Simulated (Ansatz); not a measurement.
Reaction (atomization): `C=C[Si](C)(F)Cl` → 3 C• + Cl• + F• + 6 H• + Si•

Calculated with Ansatz (gas phase, PBE0-D4/def2-TZVP geometries, no zero-point term in ΔE). CBS: MP2 limit from def2 TZ/QZ plus the TZ coupled-cluster correction, frozen cores. This one scheme is used for every species, atoms too. DFT in def2-TZVPP. Open shells (•) are unrestricted, without spin–orbit coupling. Spin–orbit coupling would lower the free atoms: a little for C, Cl, F, Si. Each species was taken in one conformer, which may not be the lowest.

`C=C[Si](C)(F)Cl`:

```xyz
12

C    -0.781    0.777    1.604
C     0.409    0.901    1.023
Si    0.848    0.032   -0.543
C    -0.503   -1.008   -1.249
F     1.286    1.120   -1.626
Cl    2.512   -1.124   -0.210
H    -1.566    0.155    1.183
H    -1.028    1.288    2.530
H     1.157    1.534    1.496
H    -1.381   -0.399   -1.478
H    -0.161   -1.477   -2.175
H    -0.794   -1.800   -0.555
```

```json
{"species": "`C=C[Si](C)(F)Cl`", "ωB97M-V energy (Eh)": "-967.58023"}
{"species": "C•", "ωB97M-V energy (Eh)": "-37.84639"}
{"species": "Cl•", "ωB97M-V energy (Eh)": "-460.12517"}
{"species": "F•", "ωB97M-V energy (Eh)": "-99.74527"}
{"species": "H•", "ωB97M-V energy (Eh)": "-0.49411"}
{"species": "Si•", "ωB97M-V energy (Eh)": "-289.35250"}
```

Q: Work out ΔE.

A: ΔE = 6 × (-0.49411) + 3 × (-37.84639) + (-460.12517) + (-99.74527) + (-289.35250) − (-967.58023) = 1.85346 Eh = +1163.1 kcal/mol. CCSD(T)/CBS gives +1160.2 kcal/mol.

Largest T1 diagnostic among the species: 0.012.

From PBE to PBE0 (25 % exact exchange), in def2-TZVPP and without D4, ΔE moves by −15.3 kcal/mol: exact exchange takes away binding that semilocal exchange gives to molecules. The D4 term adds +11.5 kcal/mol with B3LYP and +6.1 kcal/mol with PBE0; it sums over pairs of atoms, weighted by their polarisabilities, and B3LYP, whose exchange is more repulsive, gets the larger term.

B3LYP here is the variant with VWN-RPA as its local correlation; programs differ in this.

For atomizations the MP2-based limit and the directly extrapolated one differ by several kJ/mol either way, and by 10 to 25 for some Ge, Se and Sn compounds, so smaller differences from it don't rank the levels.
